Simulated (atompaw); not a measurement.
# phosphorus: PAW (atompaw) pseudisation with PBEsol, scalar-relativistic reference atom.

P, PAW, made with atompaw 4.2.0.5 (PBEsol, scalar-relativistic). Core [Ne], reference 3s2 3p2.5 (charge +0.5). Waves: 3s (bound): rc 2.05 bohr; 3s channel at -0.95 Ry: rc 2.05 bohr; 3p (bound): rc 2.05 bohr; 3p channel at 1.1 Ry: rc 2.05 bohr. Local part: bessel scheme, radius 1.55 bohr. Core correction: smooth core density matched at 1.10 bohr. Augmentation charge: sinc compensation charge, radius 1.90 bohr; PAW radius 2.05 bohr; waves and projectors: custom rrkj vanderbiltortho.

(1) Estimate the cutoffs (Ry, on a coarse ladder) from which the occupation-weighted sum of valence levels, in a spherical-Bessel basis at the reference potential, stays within 10 and 1 mRy of its value at 400 Ry.

(2) What does a ghost test show?

(3) Is the overlap operator S = 1 + Σ q|β⟩⟨β| positive definite (Bessel basis up to 400 Ry)?

(4) Which valence shell sets the plane-wave cutoff?

Results:

(1) 12 Ry and 18 Ry.

(2) No extra level below or beside the all-electron valence levels (s, p, d, f tested).

(3) Yes: its lowest eigenvalue is 0.45 (s channel).

(4) 3p: its level needs 15 Ry to come within 1 mRy, against 8 Ry for 3s.
